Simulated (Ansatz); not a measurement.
`CNB[SiH3]` + `C[SeH]` → `C[Se]B[SiH3]` + CH₃NH₂ at 600 K and 1 bar (ligand exchange at a B–N bond).

Program: Ansatz. Geometries: PBE0-D4/def2-TZVP. ΔE: electronic, gas phase. CCSD(T)/CBS adds triple-zeta CCSD(T) − MP2 to the extrapolated MP2 energy (def2 sets, frozen cores). For Se outer-core shells are correlated without core-valence functions, which leaves a few kJ/mol of doubt a bond. Scalar relativity is left out up to krypton. One conformer a species, not always the lowest.

| species | CCSD(T)/CBS energy (Eh) | H − E (kJ/mol) | S (J/(mol·K)) |
| --- | --- | --- | --- |
| `CNB[SiH3]` | -411.45901 | 305.5 | 422.3 |
| `C[SeH]` | -2441.15625 | 149.5 | 312.9 |
| `C[Se]B[SiH3]` | -2756.84434 | 261.5 | 460.0 |
| CH₃NH₂ | -95.75281 | 199.3 | 283.8 |

H − E and S are ideal-gas, rigid-rotor, harmonic terms from PBE0-D4/def2-TZVP, for one conformer and one mirror image of each species. 1 Eh = 2625.50 kJ/mol, R = 8.31446 J/(mol·K).

Problem. By hand: ΔE, ΔH, ΔS and ΔG.

Solution. ΔE = (-2756.84434) + (-95.75281) − (-411.45901) − (-2441.15625) = 0.01811 Eh = 47.5 kJ/mol. Δ(H − E) = 261.5 + 199.3 − 305.5 − 149.5 = 5.8, so ΔH = 53.3 kJ/mol. ΔS = 460.0 + 283.8 − 422.3 − 312.9 = 8.6 J/(mol·K). ΔG = 53.3 − 600 × (8.6)/1000 = 48.1 kJ/mol.

Problem. By hand: the equilibrium constant, and the temperature at which ΔG would vanish if ΔH and ΔS stayed fixed.

Solution. log₁₀ K = −ΔG/(RT ln 10) = -4.2. ΔG = 0 at ΔH/ΔS = 6198 K, far beyond where these terms or the molecules hold.

The number of gas molecules stays the same, so ΔS is small and ΔH decides. A doubt of 5 kJ/mol in ΔE shifts log₁₀ K by 0.4 here. Other conformers and mirror images would add mixing entropy, several J/(mol·K) or more a flexible species. These are equilibria of isolated gas molecules and say nothing of rates. Largest T1 diagnostic: 0.014 (customary marks: 0.02 for closed shells, 0.045 for open ones).
